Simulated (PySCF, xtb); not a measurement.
CAlF2NO, SMILES O=C=[N][Al]([F])[F]. Other conformers were not sampled.

Harmonic wavenumbers (cm⁻¹) from GFN2-xTB run with xtb 6.7.1 at its own minimum, in rising order: 37, 72, 180, 196, 288, 504, 506, 514, 785, 886, 1504, 2507.

What does B3LYP-D3(BJ)/def2-SVP in PySCF give at its own minimum? (An estimate is asked for; the answer gives what the named calculation found.)

67, 98, 236, 254, 295, 541, 628, 638, 856, 979, 1525, 2437. Paired by order, the mean absolute difference is 60 cm⁻¹ and the zero-point energies are 11.4 and 12.2 kcal/mol.
